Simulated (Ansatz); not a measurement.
One geometry of Ga7Sb7, several levels of theory.

```yaml
crystal:
  periodic: [false, false, false]
  atoms:
    - {symbol: Ga, position_ang: [-3.646260, 1.239385, -0.044868]}
    - {symbol: Ga, position_ang: [1.033437, -4.119485, 0.644608]}
    - {symbol: Ga, position_ang: [-1.425923, -0.645060, -0.411791]}
    - {symbol: Ga, position_ang: [1.232491, -1.242070, 1.170994]}
    - {symbol: Ga, position_ang: [0.989217, 1.505962, -0.048381]}
    - {symbol: Ga, position_ang: [-1.308445, 3.393068, 0.019054]}
    - {symbol: Ga, position_ang: [3.689656, -1.624062, -0.216573]}
    - {symbol: Sb, position_ang: [-3.669722, -0.659532, -1.684851]}
    - {symbol: Sb, position_ang: [-3.232683, 3.075084, 1.693621]}
    - {symbol: Sb, position_ang: [0.514324, -2.200972, -1.541266]}
    - {symbol: Sb, position_ang: [3.356954, -3.009461, 1.894094]}
    - {symbol: Sb, position_ang: [0.735486, 3.660497, -1.448785]}
    - {symbol: Sb, position_ang: [2.365280, -0.025072, -1.865243]}
    - {symbol: Sb, position_ang: [-0.660511, 0.625119, 1.865387]}
basis:
  gaussian: {orbitals: def2-SVP, fitting: {mean_field: def2-universal-jkfit}, initial_orbitals: start.molden}
hamiltonian: {xc: {text: "exchange = 0.90*pbe_x + 0.10*exact_x\ncorrelation = pbe_c"}}
scf: {omitted_lower_state_checks: [starts]}
output: {orbitals: {seedname: orbitals}}
```

The file start.molden holds the orbitals of an earlier run on this structure, at another level or in another basis.

```sh
$ ansatz run in.yaml --threads 2 --pin off --events-out ev --progress --plain --max-ram 32768MiB --backend cuda --devices 0, --max-vram 18GiB
```

It prints (some lines left out):

```
Functional definition: unnamed
3388 factors; integrals over basis functions are off by at most 2.1e-2 eV
mean field evaluation 1: about -412322.3584 eV, gradient 5.2e1 eV
mean field evaluation 2: about -412322.9060 eV, gradient 1.0e0 eV
mean field evaluation 4: about -412322.9147 eV, gradient 3.4e-2 eV
mean field -412322.91466874 eV, -15152.5876315668 hartree, gradient 2.1e-5 eV, S^2 0.000000; 0 other end points of the search recorded, 0 dependent functions left out
reference -412322.91471481 eV, -15152.5876332598 hartree; 189, 189 occupied and 217, 217 virtual orbitals, 3388 factors
Total energy: -412322.91471481 eV, -15152.5876332598 hartree
Checks for a lower state left out: starts
```

Hardware: 2 threads of AMD EPYC 7R13 on a shared host and a share (18 GiB) of an NVIDIA H100 80GB HBM3. Wall time 7.5 s, peak host memory 0.95 GiB.

Geometry: PBE-D4/def2-SVP.

In the def2 sets Sb takes a core potential; there is no spin–orbit coupling. Single mean-field runs in def2-SVP are fitted with def2-universal-jkfit.
